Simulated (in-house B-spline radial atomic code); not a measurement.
# Ionising the bromine ion Br⁶⁺ with different functionals

Computed with a radial B-spline atomic code at the basis-set limit: four-component Dirac-Coulomb Hamiltonian, Fermi nucleus of rms radius 4.1629 fm, spin-restricted, spherical fractional occupations for the functionals. The ionisation energy is the difference of two self-consistent energies, [Ar] 3d10 4s1 → [Ar] 3d10, without Breit or QED terms; ε is the level of the shell that loses the electron (mean over j).

Hybrids are left out here: with spherical fractional occupations of an open shell their exact exchange keeps a self-interaction that integer-occupation calculations don't have.

```csv
method,rung,ΔSCF (eV),-ε(4s) (eV)
LDA VWN5,LDA,104.00,96.54
relativistic LDA,LDA,103.90,96.44
LDA PW92,LDA,?,?
LDA exchange-only,LDA,102.51,95.00
PBE,GGA,103.78,96.04
PBEsol,GGA,103.41,95.87
BLYP,GGA,104.17,96.34
RPBE,GGA,103.60,95.66
PW91,GGA,103.90,96.13
BP86,GGA,?,?
AM05,GGA,103.27,95.83
OLYP,GGA,103.52,95.32
```

(1) What does LDA PW92 give?

(2) What does BP86 give?

(3) How do they compare with the NIST value?

Results:

(1) ΔSCF 104.00 eV, and -ε(4s) = 96.53 eV.

(2) ΔSCF 103.38 eV, and -ε(4s) = 96.08 eV.

(3) NIST lists 103.0 eV ± 0.19 (semi-empirical, ground level to ground level). Errors run from -0.52 to +1.14 eV; AM05 is closest (+0.24 eV), though others lie within the uncertainty of it, and part of that can be cancellation, since the calculations leave out Breit-QED terms, spin polarisation.
